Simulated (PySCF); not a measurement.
Cartesian coordinates (Å):
```xyz
5

Hf     0.0000     0.0000     0.0000
Cl     0.4363    -1.5059     1.7275
Cl    -1.3850    -1.0110    -1.5817
Cl     2.0069     0.6264    -1.0109
Cl    -1.0582     1.8905     0.8651
```
Charge 0, spin multiplicity 1.

Q: Give the HOMO–LUMO gap, HOMO, charge on the central atom (Mulliken), total energy, dipole moment and LUMO at the level TPSSh-D3(BJ)/def2-TZVP // r2SCAN-D4/def2-SVP (PySCF).

A: 
```
Quantity                                       Value
-------------------------------------  -------------
HOMO–LUMO gap                                6.34 eV
HOMO                                        -8.99 eV
charge on the central atom (Mulliken)         1.26 e
total energy                           -1889.2741 Ha
dipole moment                                 0.00 D
LUMO                                        -2.65 eV
```
